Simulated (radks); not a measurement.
Values are calculated unless marked as measured or tabulated.
Excited configurations of neutral silicon: one electron is placed in a higher orbital outside [Ne] 3s2 3p1. The ground configuration is [Ne] 3s2 3p2. Level of theory: scalar-relativistic Kohn-Sham, LDA (Slater exchange, Perdew-Wang correlation), spin-polarised, spherical densities, finite nucleus; open shells are filled with parallel spins first; Fermi nuclear charge, rms radius 3.1224 fm (a radial shooting solver on a logarithmic mesh with Libxc functionals). Excitation = E - E(ground); binding = E(ion) - E, where the ion is the core of charge +1; n* = 1/sqrt(2 binding) in atomic units, and the quantum defect is n - n*.

| outer orbital | excitation (eV) | binding (eV) | quantum defect | eigenvalue (eV) |
|---|---|---|---|---|
| 3d | 6.143 | 2.114 | 0.463 | -0.716 |
| 4d | 6.970 | 1.287 | 0.749 | -0.703 |
| 4f | 7.321 | 0.937 | 0.190 | -0.465 |
| 5s | 6.631 | 1.627 | 2.108 | -1.016 |
| 5p | 6.999 | 1.259 | 1.713 | -0.774 |
| 6p | 7.466 | 0.792 | 1.854 | -0.513 |
| 7p | 7.713 | 0.545 | 2.002 | -0.365 |
| 7d | 7.850 | 0.407 | 1.220 | -0.275 |

The Delta-SCF ionisation energy is 8.258 eV (NIST Atomic Spectra Database: 8.152 eV, measured). Self-interaction in the functional shifts the binding energies and quantum defects, so they are the method's values and not measured ones. Open shells are spherical and high-spin; term and fine-structure splittings are not resolved.
